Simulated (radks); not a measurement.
Task: These are the eigenvalues of the occupied orbitals of an atom or ion with whole-number occupations (eV). Calculated with a radial shooting solver on a logarithmic mesh with Libxc functionals: Dirac Kohn-Sham, PBE, spin-unpolarised, spherical densities, finite nucleus; Fermi nuclear charge, rms radius of each element as measured or else 0.836 A^(1/3) + 0.57 fm.

| orbital | eigenvalue |
|---|---|
| 1s1/2 | -6464.964 |
| 2s1/2 | -780.7248 |
| 2p1/2 | -673.9291 |
| 2p3/2 | -663.5006 |
| 3s1/2 | -121.7568 |
| 3p1/2 | -91.1031 |
| 3p3/2 | -89.7967 |
| 3d3/2 | -41.2423 |

Which element is it, and in what charge state? The configuration may be excited. Open shells, if any, fill j = l - 1/2 first.

Result: Z = 25, manganese, charge +3: Mn3+ in [Ar] 3d4. The list shows which subshells hold electrons but not how many an open one holds; the 1s level, -237.58 hartree, gives Z - s = 21.8 by -(Z - s)^2/2, which with screening and relativity narrows Z to a few neighbours, and the depths of the outer levels then fix element, charge and occupations together.
